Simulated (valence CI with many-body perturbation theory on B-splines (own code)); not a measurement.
Sr VIII: electric-dipole lines

Method: valence CI with perturbative core correlation (CI+MBPT): three valence electrons over a frozen Dirac-Fock core [Ar] 3d10, radial functions for each j: 11 s, 11 p, 10 d, 8 f, 5 g, 2 h, with the one-electron correlation potential Σ1, the two-electron term Σ2, the three-electron term Σ3, Breit, model QED; selected CI, second order for the rest, scaled by the run's own slope (own B-spline code, finite nucleus).

Set against measurement, 9 paired levels are off by 132 cm⁻¹ on average, the worst by 214. These come from a selection out of Sansonetti, J. Phys. Chem. Ref. Data 41, 013102 (2012). Levels without a partner in it may be off by more.

Lines 51 to 100 of 563 in falling wavelength, among levels below 773450 cm⁻¹, chosen from the strongest by gf and those to the six lowest levels. Wavelengths and rates use the calculated energies, so an error of 100 cm⁻¹ moves a line at 1323 Å by 0.13 % and its rate by three times that or more. Electric multipoles are in the length gauge, E1 and E2 with the static RPA response of the core. Weak lines are less certain than strong ones. Lines between different terms over intervals too small for the method are left out, as are lines whose strength nearly cancels. Where a level lies close to another of its J and parity, the split of strength between their lines is uncertain. The highest levels of a list are the least certain.

Names give the largest LS component (configuration and term), which can be under half, so a name can repeat, a term be missing and a line seem to break the LS rules; names also repeat where a configuration has a term twice. Letters in brackets count levels of one name in rising energy.

| λ vac (Å) | Upper | Lower | A (s⁻¹) | S (a.u.) |
| --- | --- | --- | --- | --- |
| 1323 | 4s 4p 5p 2S_1/2 [b] | 4s 4p 5s 2P°_3/2 [b] | 5.50e+08 | 1.26e+00 |
| 1322 | 4s 4p 5d 2F°_7/2 | 4s 4p 4f 2G_9/2 [a] | 5.29e+08 | 4.83e+00 |
| 1319 | 4s 4p 5d 4D°_3/2 | 4s 4p 4f 4F_5/2 | 3.11e+08 | 1.41e+00 |
| 1312 | 4s 4p 5p 2S_1/2 [b] | 4s 4p 5s 2P°_1/2 [b] | 6.75e+08 | 1.50e+00 |
| 1310 | 4s 4d2 2G_9/2 | 4s2 5f 2F°_7/2 | 4.21e+08 | 4.68e+00 |
| 1296 | 4s 4d2 2G_7/2 | 4s2 5f 2F°_5/2 | 4.39e+08 | 3.78e+00 |
| 1296 | 4s 4p 5d 4D°_1/2 | 4s 4p 4f 4F_3/2 | 6.73e+08 | 1.45e+00 |
| 1285 | 4s 4p 5d 4F°_3/2 [a] | 4s 4p 4f 4G_5/2 | 6.49e+08 | 2.72e+00 |
| 1278 | 4s 4p 5d 4D°_5/2 | 4s 4p 4f 4G_7/2 | 6.55e+08 | 4.05e+00 |
| 1275 | 4s2 7s 2S_1/2 | 4s2 6p 2P°_3/2 | 2.49e+09 | 5.10e+00 |
| 1275 | 4s 4p 5d 2F°_5/2 [a] | 4s 4p 4f 4F_7/2 | 3.33e+08 | 2.04e+00 |
| 1272 | 4s 4p 5p 2S_1/2 [a] | 4s 4p 5s 2P°_3/2 [a] | 7.74e+08 | 1.57e+00 |
| 1265 | 4s 4p 5d 4D°_7/2 | 4s 4p 4f 4G_9/2 | 7.24e+08 | 5.79e+00 |
| 1257 | 4s 4p 5d 4F°_7/2 | 4s 4p 4f 4F_9/2 | 6.07e+08 | 4.76e+00 |
| 1249 | 4s2 6f 2F°_7/2 | 4s 4p 5p 2D_5/2 [b] | 8.30e+08 | 6.39e+00 |
| 1241 | 4s2 7s 2S_1/2 | 4s2 6p 2P°_1/2 | 1.23e+09 | 2.32e+00 |
| 1239 | 4s 4p 5d 4F°_9/2 | 4s 4p 4f 4G_11/2 | 8.42e+08 | 7.91e+00 |
| 1232 | 4s 4p 5d 4F°_9/2 | 4s 4p 4f 4F_9/2 | 1.21e+08 | 1.12e+00 |
| 1203 | 4s2 6f 2F°_5/2 | 4s 4p 5p 2D_3/2 [b] | 7.72e+08 | 3.98e+00 |
| 1149 | 4s2 6p 2P°_1/2 | 4s2 5d 2D_3/2 | 3.02e+09 | 4.51e+00 |
| 1137 | 4s 4p 5d 2P°_3/2 | 4s 4p 5p 2S_1/2 [a] | 8.15e+08 | 2.37e+00 |
| 1130 | 4s2 6p 2P°_3/2 | 4s2 5d 2D_5/2 | 2.75e+09 | 7.83e+00 |
| 1098 | 4s 4p 5d 2P°_1/2 | 4s 4p 5p 2S_1/2 [a] | 1.36e+09 | 1.78e+00 |
| 1084 | 4s 4p 5d 4D°_7/2 | 4s 4p 5p 4P_5/2 | 3.90e+08 | 1.96e+00 |
| 1065 | 4s 4p 5d 2P°_3/2 | 4p2 4d 2S_1/2 | 7.33e+08 | 1.75e+00 |
| 1044 | 4s 4p 5d 2D°_5/2 | 4s 4p 4f 2F_7/2 [a] | 4.34e+08 | 1.46e+00 |
| 1039 | 4s 4p 5d 2F°_5/2 [a] | 4s 4p 5p 2D_3/2 [a] | 5.31e+08 | 1.76e+00 |
| 1036 | 4s 4p 5d 4P°_5/2 | 4s 4p 5p 2D_5/2 [a] | 9.30e+08 | 3.06e+00 |
| 1031 | 4s 4p 5d 4D°_3/2 | 4s 4p 5p 4P_3/2 | 4.41e+08 | 9.56e-01 |
| 1031 | 4s2 5f 2F°_7/2 | 4s2 5d 2D_5/2 | 5.51e+09 | 2.38e+01 |
| 1030 | 4s 4p 5d 2P°_1/2 | 4p2 4d 2S_1/2 | 1.13e+09 | 1.22e+00 |
| 1030 | 4s2 5f 2F°_5/2 | 4s2 5d 2D_5/2 | 3.71e+08 | 1.20e+00 |
| 1030 | 4s2 5d 2D_3/2 | 4s 4p 4d 2P°_1/2 [a] | 4.53e+08 | 9.77e-01 |
| 1023 | 4s2 5d 2D_3/2 | 4s2 5p 2P°_3/2 | 4.95e+08 | 1.05e+00 |
| 1023 | 4s2 5f 2F°_5/2 | 4s2 5d 2D_3/2 | 5.23e+09 | 1.66e+01 |
| 1017 | 4s 4p 5d 4D°_5/2 | 4p2 4d 2D_3/2 [a] | 3.77e+08 | 1.17e+00 |
| 1016 | 4s2 5d 2D_5/2 | 4s2 5p 2P°_3/2 | 3.07e+09 | 9.51e+00 |
| 1005 | 4s 4p 5d 2F°_5/2 [a] | 4p2 4d 4P_3/2 | 9.83e+08 | 2.96e+00 |
| 1001 | 4s 4p 5d 4P°_5/2 | 4s 4p 5p 4S_3/2 | 1.96e+09 | 5.82e+00 |
| 999.3 | 4s 4p 5d 4P°_3/2 | 4s 4p 5p 4S_3/2 | 1.72e+09 | 3.40e+00 |
| 996.0 | 4s 4p 5d 2F°_7/2 | 4s 4p 5p 2D_5/2 [a] | 4.07e+09 | 1.59e+01 |
| 991.7 | 4s 4p 5d 4D°_5/2 | 4s 4p 5p 2P_3/2 [a] | 2.85e+09 | 8.23e+00 |
| 990.8 | 4s 4p 5d 2D°_5/2 | 4s 4p 5p 4D_5/2 | 6.53e+08 | 1.88e+00 |
| 990.5 | 4s 4p 5d 4D°_1/2 | 4s 4p 5p 4P_1/2 [b] | 2.09e+09 | 2.01e+00 |
| 989.5 | 4s 4p 5d 4F°_7/2 | 4s 4p 5p 4P_5/2 | 2.03e+09 | 7.75e+00 |
| 985.9 | 4s 4p 5d 4P°_1/2 | 4s 4p 5p 4S_3/2 | 2.89e+09 | 2.73e+00 |
| 984.1 | 4s 4p 5d 4D°_7/2 | 4s 4p 5p 4D_5/2 | 4.01e+09 | 1.51e+01 |
| 982.2 | 4s 4p 5d 4F°_7/2 | 4s 4p 5p 4D_7/2 | 1.59e+09 | 5.94e+00 |
| 979.2 | 4s 4p 5d 2F°_5/2 [a] | 4s 4p 5p 4P_3/2 | 1.92e+09 | 5.33e+00 |
| 979.0 | 4s 4p 5d 4D°_3/2 | 4s 4p 5p 4P_1/2 [a] | 2.04e+09 | 3.78e+00 |
